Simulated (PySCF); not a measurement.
**Telling isomers of C2H9B2N apart by NMR**

- GIAO PBE0/pcSseg-1 shieldings
- geometry from PBE0-D3(BJ)/def2-SVP
- J: B3LYP/pcJ-1 (spin–dipole term left out of most H,H and C,H couplings)
- program: PySCF
- single conformer, fast rotation and ring inversion assumed for equivalent nuclei, non-relativistic, isolated molecule

Scale: 1H (σref 31.27), 13C (σref 184.41) against TMS (reference shieldings calculated alike). Multiplet labels drop J under 1 Hz and among equivalent protons, and merge close values. Unscaled 3J(H,H) run several per cent high. Vicinal couplings that depend on rotamer populations or ring flexing (ring, CH–CH, X–H and H–F types) are those of the one conformer. Couplings to H on boron are left out. Carbons bonded to boron are broad in practice. Shifts are as computed. Against solution values, carbons near 30 ppm lie about +2 ppm off and those near 130 ppm about +5 ppm. Of 1313 compounds with measured shifts, 239 miss one by over three times the rms of a fit or turn the order of signals round; such compounds aren't used in these exercises. OH and NH positions are gas-phase values without hydrogen bonding to other molecules.

(1) Tabulate the signals of `BNB(C)C`, `BNBCC` and their relative energies.

(2) What is the quickest way to tell BNB(C)C from BNBCC?

Results:

(1) 
```json
{"SMILES": "BNB(C)C", "carbon types": "2×CH3", "δC": "7.6", "δH": "6.88 (br s, 1H), 5.54 (br, 2H), 0.64 (s, 6H)", "E rel. (kcal/mol)": "0.0"}
{"SMILES": "BNBCC", "carbon types": "1×CH2 1×CH3", "δC": "17.9, 7.7", "δH": "7.28 (br s, 1H), 5.74 (br, 1H), 5.55 (br, 2H), 1.26 (q, 2H), 0.99 (t, 3H)", "E rel. (kcal/mol)": "12.1"}
```

Energies are electronic energies at PBE0/pcSseg-1 on these geometries, without zero-point or thermal terms, each for the one conformer computed, which needn't be the lowest.

(2) Count the carbon signals: 1 against 2. The first has a methyl carbon bonded to B (CH3) at 7.6 ppm, the second an sp3 CH2 bonded to B at 17.9 ppm.
